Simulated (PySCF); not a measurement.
ZnF2, SMILES [F][Zn][F].

Geometry: PBE-D3(BJ)/def2-TZVP. The isomer is the one that the SMILES or the coordinates give; other isomers of the formula were not compared.

Level of theory: PySCF with PBE-D3(BJ)/def2-TZVP.

Frequencies are harmonic and unscaled.

Modes within 1.5 cm⁻¹ of each other (mostly degenerate sets) share a row, with their intensities summed.

| mode | ν (cm⁻¹) | IR (km/mol) | moving atoms (share of kinetic energy) |
|---|---|---|---|
| 1–2 | 163 | 64.4 | F 63 %, Zn 37 % |
| 3 | 578 | 0.0 | F 100 % |
| 4 | 737 | 90.7 | F 63 %, Zn 37 % |
